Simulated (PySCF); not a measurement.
# From a computed spectrum to the compound

A species of 10 atoms with charge 1 has these harmonic modes (PBE0, small Gaussian bases with core potentials, PySCF 2.14.0):

```csv
cm⁻¹,km/mol,symmetry
112,0.1,
166,2.1,
168,2.1,
247,0.1,
365,0.0,
368,0.0,
448,0.0,
534,11.6,
534,11.8,
632,33.0,
634,34.2,
666,524.5,
692,135.8,
693,134.3,
695,60.7,
1512,68.1,
1512,70.7,
1520,24.8,
3526,209.7,
3528,205.2,
3536,41.6,
3609,46.4,
3613,72.7,
3614,92.3,
```

(1) Which species is it, and in which structure?

## Answers

(1) [Hf(NH2)3]+ (singlet):
```xyz
10

Hf   -0.0154    0.0088    0.1240
N     1.9399   -0.0225   -0.2065
H     2.5158   -0.8627   -0.2960
H     2.5344    0.7776   -0.4328
N    -0.8885    1.6089   -0.6584
H    -0.4349    2.5015   -0.8669
H    -1.8396    1.6599   -1.0303
N    -0.8889   -1.6789   -0.4428
H    -0.4239   -2.5789   -0.5800
H    -1.8529   -1.7836   -0.7663
```
Ideal gas at 298.15 K and 1 bar: S = 353.8 J/(mol K), Cp = 116.2 J/(mol K), H − H(0 K) = 21.9 kJ/mol (rigid rotor, harmonic modes, spin degeneracy alone). 
 The answer isn't unique; the calculation gave this one.
